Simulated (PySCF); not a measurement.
AsBF2H2, SMILES FB(F)[AsH2]. Geometry optimised at B3LYP-D3(BJ)/def2-SVP.

Give the equilibrium geometry at B3LYP-D3(BJ)/def2-SVP (PySCF confirms it by a frequency run) as Cartesian coordinates in Å, and its point group. (Estimate from the structure and the level; the computed values follow.)

point group Cs.
```xyz
6

B      1.0272    -0.0235     0.0000
As    -1.0217     0.0624     0.0000
H     -1.1575    -0.9666     1.1178
H     -1.1575    -0.9666    -1.1178
F      1.7164    -0.0004    -1.1264
F      1.7164    -0.0004     1.1264
```
Charge 0, spin multiplicity 1.
